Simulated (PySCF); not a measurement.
Al(F)(Et)(NH2) (C2H7AlFN), SMILES C[CH2][Al]([F])[NH2]. Geometry optimised at PBE-D3(BJ)/def2-SVP. The structure was generated by enumeration; whether it is a known compound was not checked. One conformer was computed; it need not be the lowest.

Computed equilibrium geometry at PBE-D3(BJ)/def2-SVP (PySCF confirms it by a frequency run) as bond lengths and angles, and its point group (one conformer of several):
point group Cs.
Atoms: Al1 F2 C3 C4 H5 H6 H7 H8 H9 N10 H11 H12. Bonds (Å): Al1–F2 1.686, Al1–C3 1.960, Al1–N10 1.779, C3–C4 1.538, C3–H5 1.113, C3–H6 1.113, C4–H7 1.110, C4–H8 1.110, C4–H9 1.111, N10–H11 1.022, N10–H12 1.022. Angles (°): F2–Al1–C3 120.9, F2–Al1–N10 116.5, C3–Al1–N10 122.6, Al1–C3–C4 115.0, Al1–C3–H5 107.7, Al1–C3–H6 107.7, C4–C3–H5 110.7, C4–C3–H6 110.7, H5–C3–H6 104.5, C3–C4–H7 111.9, C3–C4–H8 111.9, C3–C4–H9 112.3, H7–C4–H8 106.8, H7–C4–H9 106.8, H8–C4–H9 106.8, Al1–N10–H11 125.5, Al1–N10–H12 124.5, H11–N10–H12 110.0.
Charge 0, spin multiplicity 1.
